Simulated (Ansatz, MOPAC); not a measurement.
Lewis adduct: C3H9Al (SMILES [CH3][Al]([CH3])[CH3]) (first 13 atoms) with H2O (SMILES O); geometry from B3LYP-D3(BJ)/def2-TZVP.
(charge 0, multiplicity 1):
| atom | x (Å) | y (Å) | z (Å) |
|---|---|---|---|
| C | 0.0047 | 0.6551 | -1.1018 |
| Al | 0.1532 | -0.0714 | 0.7356 |
| C | 1.9329 | -0.0929 | 1.5787 |
| C | -1.1579 | -1.4462 | 1.2985 |
| H | 0.4620 | -0.0261 | -1.8273 |
| H | 0.5236 | 1.6129 | -1.2239 |
| H | -1.0313 | 0.7967 | -1.4295 |
| H | 1.8804 | -0.2545 | 2.6598 |
| H | 2.4831 | 0.8389 | 1.4146 |
| H | 2.5535 | -0.8985 | 1.1716 |
| H | -1.2261 | -1.5482 | 2.3879 |
| H | -0.8699 | -2.4343 | 0.9242 |
| H | -2.1694 | -1.2610 | 0.9202 |
| O | -0.7645 | 1.5233 | 1.6862 |
| H | -1.5602 | 1.2433 | 2.1573 |
| H | -1.0238 | 2.2076 | 1.0555 |

Monomers are frozen at their geometry in the pair; levels with a basis set take the counterpoise correction.

The state that PM7 reach isn't checked; PM7 holds dispersion and hydrogen-bond terms.

Run with Ansatz (an electronic-structure program) with Gaussian orbitals; MOPAC for PM7 (differences of heats of formation). Values without a source in brackets are computed.

Q: One of these levels gives -14.20 kcal/mol for the interaction energy. Which?
A) HF/aug-cc-pV(D+d)Z
B) r2SCAN/def2-TZVPPD
C) SVWN5/def2-TZVPPD
D) PM7

A: D, PM7. The others give -16.13 (HF/aug-cc-pV(D+d)Z), -23.99 (SVWN5/def2-TZVPPD), -20.61 (r2SCAN/def2-TZVPPD)
